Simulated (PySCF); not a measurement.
# C₆ coefficients of unlike pairs at revPBE

Calculated with PySCF 2.14 from the dipole response of each species, C₆(A,B) = (3/π) ∫ α_A(iu) α_B(iu) du, in atomic units, from isotropic polarisabilities. For ions this is the dispersion term alone; charge-induced terms of lower order in 1/R come first.

```
species      configuration                                                                           basis     relativity  α (bohr³)  C₆ (like pair)
   Cl³⁺  [Ne] 3s2 3p2 (3P)                                                         dyall-av3z (19s12p3d2f)  spin-free X2C      4.317           11.71
    B³⁺           1s2 (1S)       x2c-TZVPPall with one added diffuse shell each of s, p, d type (6s4p3d1f)  spin-free X2C    0.01437        0.001166
   Cu³⁺      [Ar] 3d8 (3F)  x2c-TZVPPall with one added diffuse shell each of s, p, d, f type (7s6p5d3f1g)  spin-free X2C      1.688           3.873
     Ni  [Ar] 3d8 4s2 (3F)                                                        aug-cc-pVTZ (8s7p5d3f2g)           none      50.49           407.6
```

Question: Estimate C₆ for Cu³⁺ with B³⁺.

Answer: The integral gives 0.05821. The combination rule 2 C_A C_B / (C_A α_B/α_A + C_B α_A/α_B) gives 0.05316 and the geometric mean 0.06720.

No spin-orbit coupling is included.

The other pairs:

| pair | C₆ |
| --- | --- |
| Ni, Cu³⁺ | 26.79 |
| Ni, Cl³⁺ | 58.41 |
| B³⁺, Cl³⁺ | 0.07323 |
| Cu³⁺, Cl³⁺ | 6.165 |
| Ni, B³⁺ | 0.2791 |
